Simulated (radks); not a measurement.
The numbers below are computed, except where a source is named.
Question: Species: neutral iridium. Configuration: [Xe] 4f14 5d5 6s2 6d2 (not the ground configuration). Level of theory: Dirac Kohn-Sham, PBE, spin-unpolarised, spherical densities, point nucleus; open shells fill j = l - 1/2 first (a radial shooting solver on a logarithmic mesh with Libxc functionals). Some entries of the table are withheld. Estimate them.

| orbital | occ. | eigenvalue (hartree) | <r^2> (bohr^2) |
|---|---|---|---|
| 1s1/2 | 2 | -2794.284 | 0.0004193 |
| 2s1/2 | 2 | -488.9017 | 0.006358 |
| 2p1/2 | 2 | -468.2895 | 0.004517 |
| 2p3/2 | 4 | -408.4692 | 0.005710 |
| 3s1/2 | 2 | -114.7698 | 0.04137 |
| 3p1/2 | 2 | -105.5503 | 0.03783 |
| 3p3/2 | 4 | -92.45150 | 0.04431 |
| 3d3/2 | 4 | -77.08690 | 0.03413 |
| 3d5/2 | 6 | -74.25679 | 0.03590 |
| 4s1/2 | 2 | -24.92381 | (1) |
| 4p1/2 | 2 | (2) | 0.2074 |
| 4p3/2 | 4 | (3) | 0.2411 |
| 4d3/2 | 4 | -11.57264 | (4) |
| 4d5/2 | 6 | -10.99772 | (5) |
| 5s1/2 | 2 | -4.14208 | 1.066 |
| 5p1/2 | 2 | -2.91467 | 1.261 |
| 4f5/2 | 6 | -2.90269 | (6) |
| 4f7/2 | 8 | -2.78796 | (7) |
| 5p3/2 | 4 | -2.40583 | 1.496 |
| 5d3/2 | 4 | -0.76462 | 2.714 |
| 5d5/2 | 1 | -0.71111 | 2.891 |
| 6s1/2 | 2 | -0.55233 | 6.996 |
| 6p1/2 | 0 | -0.30453 | 10.52 |
| 6p3/2 | 0 | -0.25167 | 12.85 |
| 7s1/2 | 0 | -0.09004 | 49.14 |
| 6d3/2 | 2 | -0.04373 | 52.66 |
| 6d5/2 | 0 | -0.04186 | 55.05 |

Answer: 
(1) 4s1/2 <r^2> (bohr^2): 0.2023
(2) 4p1/2 eigenvalue (hartree): -21.03577
(3) 4p3/2 eigenvalue (hartree): -17.93792
(4) 4d3/2 <r^2> (bohr^2): 0.2578
(5) 4d5/2 <r^2> (bohr^2): 0.2701
(6) 4f5/2 <r^2> (bohr^2): 0.3449
(7) 4f7/2 <r^2> (bohr^2): 0.3550
